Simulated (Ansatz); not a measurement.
Geometry optimisation, Ansatz 0.2.0, DFT PBE-D3(BJ), scalar-relativistic, plane waves, PAW.

Input file:

```yaml
crystal:
  lattice:
    - [6.98, 0.0, 0.0]
    - [3.49, 4.935605, 0.0]
    - [0.0, 0.0, 20.403408]
  atoms:
    - { symbol: Li, position: [-0.25, 0.5, 0.0490114] }
    - { symbol: Li, position: [0.25, 0.5, 0.0490114] }
    - { symbol: Li, position: [-0.25, 1.0, 0.0490114] }
    - { symbol: Li, position: [0.25, 1.0, 0.0490114] }
    - { symbol: Li, position: [0.0, 0.0, 0.1699619] }
    - { symbol: Li, position: [0.5, 0.0, 0.1699619] }
    - { symbol: Li, position: [0.0, 0.5, 0.1699619] }
    - { symbol: Li, position: [0.5, 0.5, 0.1699619] }
    - { symbol: Li, position: [-0.25, 0.5, 0.2909124] }
    - { symbol: Li, position: [0.25, 0.5, 0.2909124] }
    - { symbol: Li, position: [-0.25, 1.0, 0.2909124] }
    - { symbol: Li, position: [0.25, 1.0, 0.2909124] }
    - { symbol: Li, position: [0.0, 0.0, 0.411863] }
    - { symbol: Li, position: [0.5, 0.0, 0.411863] }
    - { symbol: Li, position: [0.0, 0.5, 0.411863] }
    - { symbol: Li, position: [0.5, 0.5, 0.411863] }
    - { symbol: S, position: [0.6671158, 0.1583951, 0.4951824] }
    - { symbol: H, position: [0.5595225, 0.3391068, 0.5441938] }
basis:
  ecutwfc: 420.0
kpoints:
  mp_grid: { grid: [3, 3, 1] }
hamiltonian:
  xc: pbe
  dispersion: d3bj
scf:
  occupations: { method: gaussian, width: 0.05 }
  lower_state_search: "off"
relax:
  f_tol: 0.03
  max_steps: 60
  adjacent_minimum: "off"
  constraints: [{ sites: [0, 1, 2, 3] }]
```

Run as:

```bash
$ ansatz run input.yaml --threads 2 --pin off --max-ram 5120MiB --backend cpu --events-out ev --progress --plain --runs-dir out
```

Problem. Where does it end, and by what steps?

Solution. The run converged. The force dipped under the threshold on the way, but the program's further checks kept it going. Limits of this set-up: coarse k mesh, slab without dipole correction, odd electron count without spin, a typed lattice constant that wasn't relaxed here. After 13 steps the energy has fallen by 0.637 eV; H18 moved furthest, 1.40 Å. Joined: Li4–Li7 (3.49 → 3.04 Å), Li8–Li11 (3.49 → 2.96 Å), Li13–Li14 (3.49 → 2.96 Å), Li15–S17 (3.67 → 2.41 Å).

```csv
step,energy less start (eV),largest force component (eV/Å),accepted
0,0.0000,0.811,yes
1,-0.1595,0.307,yes
2,-0.2421,0.200,yes
3,-0.3184,0.304,yes
4,-0.4008,0.362,yes
5,-0.4840,0.414,yes
6,-0.5470,0.445,yes
7,-0.5874,0.162,yes
8,-0.6224,0.088,yes
9,-0.6344,0.027,yes
10,-0.6344,0.027,yes
11,-0.6356,0.046,yes
12,-0.6367,0.010,yes
13,-0.6367,0.010,yes
```

```xyz
18
Lattice="6.9800 0.0000 0.0000 3.4900 4.9356 0.0000 0.0000 0.0000 20.4034" Properties=species:S:1:pos:R:3
Li 0.000 2.468 1.000
Li 3.490 2.468 1.000
Li 1.745 4.936 1.000
Li 5.235 4.936 1.000
Li -0.055 -0.257 3.201
Li 3.539 -0.258 3.200
Li 1.743 2.131 3.174
Li 5.232 2.319 3.284
Li 0.166 2.607 5.519
Li 3.315 2.610 5.519
Li 1.740 5.161 5.376
Li 5.232 4.892 5.441
Li 0.257 0.393 7.695
Li 3.221 0.396 7.696
Li 1.737 3.206 7.925
Li 5.231 2.559 7.739
S 5.228 0.454 8.940
H 5.230 0.538 10.299
```

Whether the end is a true minimum wasn't checked by a vibrational analysis.

Run time: 59 s on 2 threads of Intel(R) Xeon(R) Platinum 8488C (Sapphire Rapids), with other jobs on the host, peak memory 0.86 GiB.
